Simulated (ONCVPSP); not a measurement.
**What one change does to a pseudopotential (Si, ONCV)**

silicon (Si), optimised norm-conserving Vanderbilt (ONCV), made with ONCVPSP 4.0.1 (LDA (Perdew-Zunger), scalar-relativistic). Core [He], reference 2s2 2p6 3s1.5 3p2.5. Waves: 2s+3s: rc 0.90 bohr, ncon 3, nbas 7, qcut 17.8 1/bohr, 2 projectors; 2p+3p: rc 0.80 bohr, ncon 4, nbas 8, qcut 14.9 1/bohr, 2 projectors. Local part: polynomial inside 0.60 bohr (lpopt 2, dvloc0 0 Ha). Core correction: Teter function fitted to the true core (icmod 2), fcfact 0.35.

All-electron outer shells of the reference configuration (LDA (Perdew-Zunger), scalar-relativistic, ld1.x):

```tsv
shell	level (eV)	outermost node (bohr)	outermost maximum (bohr)
1s	-1779.31	–	0.07
2s	-139.55	0.15	0.45
2p	-96.41	–	0.39
3s	-11.27	0.72	1.77
3p	-4.47	0.72	2.11
```

Change: p: rc 0.86.

Cutoffs: the cutoffs (Ha) at which the residual kinetic energy of the hardest occupied pseudo-wave falls to 1 and 0.1 mHa per electron; they do not see the model core or the augmentation charge, which bear on the density cutoff. Errors are all-electron minus pseudo energies relative to the spin-unpolarised reference configuration.

Question: What does the change do?

Answer: The potential gets softer (101 Ha and 194 Ha → 96 Ha and 109 Ha); the errors of the 4 common tests hardly move; neither file shows a bound ghost. A larger radius leaves more room for a smooth pseudo-wave, so fewer plane waves are needed.

```csv
quantity,base,changed
"cutoff, loose",101 Ha,96 Ha
"cutoff, tight",194 Ha,109 Ha
loose cutoff by channel,"s 83 Ha, p 101 Ha","s 83 Ha, p 96 Ha"
bound ghosts,none,none
GHOST(+) flags under 300 eV,none,none
"error for 2s2 2p6 3s2 3p2, meV [ΔE -3.38 eV]",+0.2,+0.1
"error for 2s2 2p6 3s2 3p1, meV [ΔE 4.45 eV]",+0.9,+0.9
"error for 2s2 2p6 3s2 3p0, meV [ΔE 20.56 eV]",+3.4,+3.5
"error for 2s2 2p6 3s1 3p3, meV [ΔE 3.43 eV]",0.0,0.0
s: phases at 0.92 bohr within 0.05 rad from the reference energy up to (Ha; the scan ends near 5),to the end of the scan,to the end of the scan
"rms error of d²Exc/dni dnj with the model core, mHa",1.56,1.53
```
